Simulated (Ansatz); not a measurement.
**LiI (SMILES [Li][I]): methods side by side**

LiI has 2 atoms, charge 0, and is taken as a singlet. As SMILES, `[Li][I]`. Geometry: the measured bond length.

```
atom   x (Å)   y (Å)   z (Å)
  Li  0.0000  0.0000  0.0000
   I  0.0000  0.0000  2.3919
```

Quantity: the energy change with the Li1–I2 bond stretched from 2.392 to 2.990 Å, in eV. The values are calculated.

| level | kind | program | value (eV) | less FCI/STO-3G | CPU time (all runs) |
| --- | --- | --- | --- | --- | --- |
| HF/STO-3G (restricted) | Hartree–Fock | Ansatz | 1.36 | +0.02 | 0.53 s |
| PBE/STO-3G (restricted) | GGA | Ansatz | 1.23 | -0.11 | 2.7 s |
| r2SCAN/STO-3G (restricted) | meta-GGA | Ansatz | 1.26 | -0.08 | 7 s |
| BHLYP/STO-3G (restricted) | global hybrid | Ansatz | 1.35 | +0.01 | 4 s |
| PBE0/STO-3G (restricted) | global hybrid | Ansatz | 1.30 | -0.04 | 3.6 s |
| CAM-B3LYP/STO-3G (restricted) | range-separated hybrid | Ansatz | 1.36 | +0.02 | 4 s |
| wB97M-V/STO-3G (restricted) | range-separated hybrid | Ansatz | 1.34 | 0.00 | 42 s |
| RPA@PBE/STO-3G (restricted) | RPA | Ansatz | 1.27 | -0.07 | 3.4 s |
| BCCD(T)/STO-3G (restricted) | coupled cluster or CI | Ansatz | 1.34 | 0.00 | 0.83 s |
| FCI/STO-3G | exact in the basis | Ansatz | 1.34 | 0.00 | 2.9 s |

FCI/STO-3G is exact within its basis and frozen core, so for wave-function methods in that basis the difference is their error; functionals converge differently with the basis, so for them it is only a difference. All-electron rows without a relativistic Hamiltonian named are non-relativistic. The first shape isn't each level's own minimum. The values span 1.23 to 1.36 eV. Minimal STO sets describe s-block atoms so badly that they can place the ion below the atom. All rows use very small basis sets, so even the best lies far from the true value. In the correlated wave-function rows the outer d shell of I is correlated, in sets not made for it. CPU times are rough (shared hosts, several kinds of processor): they show what a rung costs within a factor of a few.
